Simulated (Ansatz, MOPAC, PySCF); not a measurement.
Species: C$_{3}$H$_{8}$GeI, net charge 0, doublet state. SMILES: [I][Ge]([CH2])([CH3])[CH3]
Structure (B3LYP-D3(BJ)/def2-TZVP (Ansatz, a program for electronic structure) minimum search):
```
Ge
C 1 1.9179
H 2 1.0833 1 121.68
H 2 1.0833 3 116.03 1 -171.18
C 1 1.9574 2 112.36 3 159.52
H 5 1.0887 1 109.88 2 173.34
H 5 1.0888 6 108.91 1 120.47
H 5 1.0910 6 109.26 7 119.20
C 1 1.9574 2 112.36 3 29.80
H 9 1.0887 1 109.88 2 -173.34
H 9 1.0888 10 108.91 1 -120.47
H 9 1.0910 10 109.26 11 -119.20
I 1 2.5872 2 105.48 3 -85.34
```
Charge 0, spin multiplicity 2.

Unscaled harmonic wavenumbers (cm⁻¹) in rising order, each level at the stationary point that it reaches from this structure (no distance between atoms moves by over 0.3 Å); the order of modes can differ between levels, and a negative number is imaginary. B3LYP-D3(BJ)/def2-TZVP (PySCF, at the structure above): 119, 124, 131, 138, 162, 163, 172, 185, 220, 564, 574, 610, 651, 701, 771, 823, 825, 857, 1269, 1275, 1389, 1455, 1461, 1462, 1469, 3044, 3045, 3124, 3125, 3129, 3139, 3140, 3233.

PM6 (MOPAC): 60, 69, 104, 111, 119, 168, 180, 185, 212, 640, 649, 697, 777, 806, 832, 853, 869, 880, 1227, 1234, 1234, 1238, 1262, 1270, 1278, 2687, 2687, 2689, 2690, 2724, 2767, 2778, 2782. Zero-point energy 55.4 against 60.8 kcal/mol; where all levels lie over 400 cm⁻¹, the wavenumbers are on average 0.967 times those of B3LYP-D3(BJ)/def2-TZVP.

HF/3-21G (Ansatz): 123, 135, 140, 149, 150, 176, 178, 192, 218, 622, 632, 676, 705, 767, 873, 918, 936, 966, 1467, 1476, 1513, 1611, 1616, 1618, 1625, 3191, 3192, 3263, 3264, 3277, 3283, 3284, 3379. Zero-point energy 65.2 against 60.8 kcal/mol; where all levels lie over 400 cm⁻¹, the wavenumbers are on average 1.091 times those of B3LYP-D3(BJ)/def2-TZVP.

HF/6-31G* with LANL2DZ past Ar (Ansatz): 126, 140, 144, 153, 156, 177, 183, 196, 221, 565, 590, 635, 672, 777, 859, 915, 918, 955, 1432, 1442, 1526, 1595, 1599, 1601, 1608, 3211, 3213, 3292, 3292, 3310, 3310, 3312, 3415. Zero-point energy 65.1 against 60.8 kcal/mol; where all levels lie over 400 cm⁻¹, the wavenumbers are on average 1.077 times those of B3LYP-D3(BJ)/def2-TZVP.

B3LYP/6-31G* with LANL2DZ past Ar (Ansatz): 119, 124, 134, 140, 160, 171, 173, 191, 203, 553, 587, 599, 643, 722, 799, 851, 854, 889, 1315, 1325, 1420, 1485, 1491, 1492, 1501, 3063, 3064, 3145, 3145, 3158, 3162, 3163, 3259. Zero-point energy 61.6 against 60.8 kcal/mol; where all levels lie over 400 cm⁻¹, the wavenumbers are on average 1.016 times those of B3LYP-D3(BJ)/def2-TZVP.
